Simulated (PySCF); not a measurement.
Gas-phase reaction: 3 NbOCl3 + 6 Cl ⇌ 3 NbCl5 + O3

Computed with PySCF and rigid-rotor harmonic-oscillator thermochemistry at 1 bar. † marks an energy on the PBE0/def2-TZVP geometry and frequencies; other levels use their own. MP2 freezes the core. Open shells (unrestricted): Cl (multiplicity 2); the rest are closed-shell singlets. Spin-orbit splitting is ignored; it lowers the true energy and changes the entropy of Cl. B3LYP is the form with VWN-RPA correlation. Nb: scalar-relativistic def2 core potential, no spin-orbit coupling. MP2 isn't extrapolated to the basis-set limit. Strong static correlation: O3.

```tsv
level	ΔH°(298 K), kJ
B3LYP/def2-TZVP†	___
BLYP/def2-TZVP†	-432
MP2/def2-SVP†	-225
PBE/def2-SVP	___
PBE/def2-TZVP†	-601
PBE0/def2-QZVP†	-473
PBE0/def2-SVP†	-492
ωB97M-V/def2-TZVP†	___
ωB97X-V/def2-TZVP†	___
```

Problem. What belongs in the gaps?

Solution. 
- B3LYP/def2-TZVP†, ΔH°(298 K), kJ: -371
- PBE/def2-SVP, ΔH°(298 K), kJ: -647
- ωB97M-V/def2-TZVP†, ΔH°(298 K), kJ: -444
- ωB97X-V/def2-TZVP†, ΔH°(298 K), kJ: -408
